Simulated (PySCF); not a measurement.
Species: CrH₄ (triplet state).
SMILES: `[H][Cr]([H])([H])[H]`

Computed with PBE0-D3(BJ)/def2-SVP geometry optimisation, gas phase in PySCF.

Masses are those of the commonest isotopes; rigid-rotor values at the optimised geometry. 

Give the principal moments of inertia and the rotational constants in cm⁻¹.

Ia = 6.76, Ib = 6.78, Ic = 6.78 u·Å²; 505379 MHz·u·Å²/I gives 74755, 74582 and 74508 MHz, that is A = 2.49356, B = 2.48778, C = 2.48533 cm⁻¹.

What kind of rotor is it?

A spherical top, as the point group Td requires three equal moments; the computed ones differ by 0.33 % because the geometry is symmetric only within the optimiser's tolerance.

The point group Td allows no dipole (computed: 0.01 D), so a rigid rotor has no electric-dipole lines.

For this open shell read J as N, the rotation without spin; fine and hyperfine splittings come on top. PBE0-D3(BJ)/def2-SVP frequencies: not computed here. ⟨S²⟩ = 2.305 (exact for a triplet: 2.00). Constants of a rigid frame at the computed geometry: no zero-point averaging, no centrifugal distortion.

***

Compound: aluminum diatomic, Al2 (triplet state).
Cartesian coordinates in Å at the PBE0-D3(BJ)/def2-SVP level; atoms count from 1:
```
atom  x, y, z in Å
Al1    1.244   -0.006   -0.005
Al2   -1.238    0.009   -0.023
```

Method: PySCF, PBE0-D3(BJ)/def2-SVP geometry optimisation, gas phase.

Take the most abundant isotopes and a rigid rotor. 

(1) What are the moment of inertia and the rotational constant?

Results:

(1) I = 83.118 u·Å², B = 505379 MHz·u·Å²/I = 6080 MHz (0.2028 cm⁻¹, or 0.292 K as hB/k). For two atoms I = μr² with μ = 13.4908 u and r = 2.4822 Å.

If the electronic state has orbital angular momentum about the axis (Π, Δ; not determined here), the simple ladder of levels BJ(J+1) doesn't apply.

No frequency check. ⟨S²⟩ = 2.009 (exact for a triplet: 2.00). Zero-point vibration and centrifugal distortion are left out.
